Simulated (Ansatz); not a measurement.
A run for Ansatz (a program for electronic structure): U-CCSD(T)/cc-pVTZ on H4 rectangle, a point of a bond scan (R = 1.200 Å).

Ansatz 0.2 input:
```yaml
crystal:
  periodic: [false, false, false]
  atoms:
    - {symbol: H, position_ang: [0.00000000, 0.00000000, 0.00000000]}
    - {symbol: H, position_ang: [0.00000000, 0.00000000, 1.00000000]}
    - {symbol: H, position_ang: [1.20000000, 0.00000000, 0.00000000]}
    - {symbol: H, position_ang: [1.20000000, 0.00000000, 1.00000000]}
basis:
  gaussian:
    orbitals: cc-pVTZ
correlation: {method: ccsd_t, electrons: outside_noble_gas}
scf: {omitted_lower_state_checks: [cluster_reference]}
magnetization: {spin_polarized: true, initial_magnetization: 0}
```

Question: Predict the final total energy.

Answer: -2.1530 hartree (reference determinant -2.0652, T1 diagnostic 0.164). Its determinant has ⟨S²⟩ = 0.75, a mixture of spin states.
